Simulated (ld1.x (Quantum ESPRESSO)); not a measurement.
**u(r) = r·R(r): atom against pseudo-atom (Cl)**

Columns: radius, all-electron u(r) and pseudo u(r) of the 3s shell (level -20.69 eV) of chlorine in the configuration [Ne] 3s2 3p5; LDA (PZ), scalar-relativistic, ultrasoft scheme, ld1.x (Quantum ESPRESSO) 7.5.

```tsv
r (bohr)	all-electron	pseudo
0.075	0.1863	0.0081
0.150	-0.1264	0.0206
0.225	-0.3653	0.0414
0.300	-0.4411	0.0738
0.375	-0.3860	0.1194
0.450	-0.2504	0.1790
0.525	-0.0761	0.2514
0.600	0.1078	0.3344
0.675	0.2828	0.4244
0.750	0.4387	0.5169
0.825	0.5705	0.6071
0.900	0.6769	0.6902
0.975	0.7586	0.7615
1.050	0.8176	0.8177
1.125	0.8564	0.8564
1.200	0.8778	0.8778
1.275	0.8847	0.8847
1.350	0.8796	0.8796
1.425	0.8650	0.8650
1.500	0.8429	0.8429
1.575	0.8151	0.8151
1.650	0.7832	0.7832
1.725	0.7486	0.7486
1.800	0.7121	0.7121
1.875	0.6747	0.6747
1.950	0.6371	0.6371
```

Q: How many radial nodes do the two functions have?

A: The all-electron 3s function has n − l − 1 = 2; the pseudo-wave has 0, since the states of the same l below it are removed with the core.

Q: At about which radius was the pseudo-wave matched?

A: 1.10 bohr, where the columns begin to agree (steps of 0.07 bohr).

Q: Is the pseudo-wave norm-conserving?

A: No, it belongs to an ultrasoft set: the norm inside the radius is not constrained, and the difference is carried by the augmentation charge.
